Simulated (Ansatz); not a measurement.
A run of Ansatz (development build ahead of 0.2.0) on singlet Li2F2 at this shape:

| atom | x (Å) | y (Å) | z (Å) |
| --- | --- | --- | --- |
| Li | 1.0163 | 0.0000 | 0.0000 |
| Li | -1.0163 | 0.0000 | 0.0000 |
| F | 0.0000 | 1.1891 | 0.0000 |
| F | 0.0000 | -1.1891 | 0.0000 |

Its results:

```
Converged                       : yes
Reference energy                : -214.05138 hartree
Correlation energy              : -0.60274 hartree
Total energy                    : -214.65412 hartree
Spin squared of the determinant : 0.000
```

(1) Which input gives this output? Name the method, the orbitals and the basis set, and write the input.

Answers

(1) RHF-MP2 in def2-TZVP. An unrestricted run that stays on the closed shell gives the same numbers.

```yaml
crystal:
  periodic: [false, false, false]
  atoms:
    - { symbol: Li, position_ang: [1.01633, 0.0, 0.0] }
    - { symbol: Li, position_ang: [-1.01633, 0.0, 0.0] }
    - { symbol: F, position_ang: [0.0, 1.18913, 0.0] }
    - { symbol: F, position_ang: [0.0, -1.18913, 0.0] }
basis:
  gaussian: { orbitals: def2-TZVP }
hamiltonian:
  xc: hf
correlation:
  method: mp2
  frozen_orbitals: { F: 1, Li: 0 }
```
